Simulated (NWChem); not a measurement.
**Correlation energy of Hg**

```xyz
1

Hg     0.0000     0.0000     0.0000
```
Charge 0, spin multiplicity 1.

All runs are NWChem calculations.

Basis set: def2-SVP. Each correlation energy counts from its own Hartree-Fock reference.

Effective core potentials replace the inner electrons of Hg; spin-orbit coupling is left out. The correlated methods keep 4 core orbitals frozen. Coupled-cluster values serve here as a point of comparison, not as the truth.

```csv
method,correlation energy (mHa)
SCS-MP2,…
CR-CCSD[T],-286.2
CCSD,…
CR-CCSD(T),-285.8
MP2,-300.2
CCSDT,-286.4
CCSD(T),-286.5
CCSD+T(CCSD),-287.0
```

Problem. Some entries are withheld; supply them.

Solution. 
- SCS-MP2, correlation energy (mHa): -269.6
- CCSD, correlation energy (mHa): -282.4
